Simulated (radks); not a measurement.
Results of a calculation; reference values are marked as such.
Q: Radial electron density D(r) = 4 pi r^2 rho(r) of an atom or ion with 7 electrons. Code: a radial shooting solver on a logarithmic mesh with Libxc functionals. Model: non-relativistic Kohn-Sham, PBE, spin-polarised, spherical densities, point nucleus.

| r (bohr) | D(r) (e/bohr) | spin D(r) |
|---|---|---|
| 0.005221 | 0.6482 | -0.000174 |
| 0.006531 | 0.9753 | -0.000233 |
| 0.008171 | 1.453 | -0.000278 |
| 0.01022 | 2.139 | -0.000245 |
| 0.01279 | 3.099 | 0.0000375 |
| 0.016 | 4.405 | 0.000985 |
| 0.02002 | 6.112 | 0.00356 |
| 0.02504 | 8.229 | 0.00989 |
| 0.03133 | 10.67 | 0.0245 |
| 0.0392 | 13.21 | 0.0568 |
| 0.04904 | 15.43 | 0.125 |
| 0.06135 | 16.79 | 0.261 |
| 0.07676 | 16.77 | 0.519 |
| 0.09603 | 15.18 | 0.977 |
| 0.1211 | 12.38 | 1.76 |
| 0.1515 | 9.737 | 2.87 |
| 0.1895 | 8.449 | 4.29 |
| 0.2371 | 9.023 | 5.73 |
| 0.2967 | 10.55 | 6.69 |
| 0.3712 | 11.17 | 6.59 |
| 0.4643 | 9.596 | 5.27 |
| 0.5809 | 6.273 | 3.28 |
| 0.7268 | 2.951 | 1.49 |
| 0.9093 | 0.9362 | 0.466 |
| 1.138 | 0.1832 | 0.0916 |
| 1.423 | 0.01960 | 0.0100 |
| 1.78 | 0.0009933 | 0.000531 |

What is the nuclear charge?

A: Z = 15. The innermost maximum, from 1s, lies near 1/Z = 0.0667 bohr (found: 0.0686), and its height grows with Z. The density is that of the phosphorus ion P8+ in [He] 2s2 2p3; the configuration itself is not fixed sharply by these data, and Z only to about a unit. D(r) has 2 maxima, at r = 0.0686, 0.357 bohr, and minima at 0.197 bohr, inside which lie 2.23 electrons.
